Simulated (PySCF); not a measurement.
SMILES CC(C)C[SiH2][SiH3] (C4H14Si2) (GFN2-xTB optimised geometry):

```
20

C      1.389     1.526     0.000
C     -0.136     1.526     0.000
C     -0.659     2.962     0.000
C     -0.690     0.758    -1.200
Si    -0.265    -1.103    -1.231
Si    -0.573    -2.055     0.851
H      1.766     1.961    -0.923
H      1.771     2.110     0.835
H      1.778     0.513     0.086
H     -0.482     1.035     0.919
H     -1.746     2.976     0.029
H     -0.334     3.482    -0.899
H     -0.287     3.508     0.865
H     -0.338     1.236    -2.117
H     -1.778     0.861    -1.203
H     -1.124    -1.700    -2.268
H      1.106    -1.271    -1.740
H     -1.759    -1.542     1.548
H     -0.740    -3.508     0.776
H      0.557    -1.819     1.756
```

Level of theory: PySCF with PBE0/def2-SVP.

Q: What are the frontier orbital energies and the dipole moment?

A: HOMO-2 -9.03 eV, HOMO-1 -8.55 eV, HOMO -8.18 eV, LUMO 0.29 eV, LUMO+1 0.44 eV; dipole moment 0.90 D.

Meta-Löwdin charges at PBE0/def2-SVP: C1 -0.30, C2 -0.03, C3 -0.30, C4 -0.39, Si5 0.35, Si6 0.20, H7 0.10, H8 0.10, H9 0.10, H10 0.08, H11 0.10, H12 0.09, H13 0.10, H14 0.10, H15 0.10, H16 -0.08, H17 -0.09, H18 -0.07, H19 -0.07, H20 -0.07.
